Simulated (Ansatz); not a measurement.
H$_{3}$As, triplet, at the geometry of the source list (a higher spin typed on purpose: for a closed-shell molecule this is an excited state); Ansatz (a quantum-chemistry and plane-wave program) with B3LYP/def2-TZVP.

Input for Ansatz:
Ansatz 0.2 input:
```yaml
crystal:
  periodic: [false, false, false]
  atoms:
    - {symbol: As, position_ang: [0.00400000, -0.00260000, 0.65880000]}
    - {symbol: H, position_ang: [-0.72090000, -0.97200000, -0.22550000]}
    - {symbol: H, position_ang: [-0.48990000, 1.11570000, -0.20830000]}
    - {symbol: H, position_ang: [1.20680000, -0.14110000, -0.22500000]}
basis:
  gaussian:
    orbitals: def2-TZVP
hamiltonian:
  xc: b3lyp
magnetization: {spin_polarized: true, initial_magnetization: 2}
```

Output, abridged:

```
Functional definition: B3LYP
474 factors; integrals over basis functions are off by at most 6.9e-4 eV
mean field evaluation 1: about -60884.1304 eV, gradient 1.3e1 eV
mean field evaluation 2: about -60884.4237 eV, gradient 1.1e1 eV
mean field evaluation 4: about -60884.8986 eV, gradient 5.5e-1 eV
mean field evaluation 8: about -60884.9330 eV, gradient 7.3e-2 eV
mean field evaluation 16: about -60884.9335 eV, gradient 5.5e-4 eV
mean field evaluation 32: about -60884.9335 eV, gradient 2.9e-5 eV
mean field evaluation 64: about -60884.9017 eV, gradient 4.3e-1 eV
mean field -60884.93353246 eV, -2237.4800380275 hartree, gradient 3.8e-6 eV, S^2 2.004171; 5 other end points of the search recorded, 0 dependent functions left out
reference -60884.93372703 eV, -2237.4800451779 hartree; 19, 17 occupied and 47, 49 virtual orbitals, 474 factors
Total energy: -60884.93372703 eV, -2237.4800451779 hartree
```
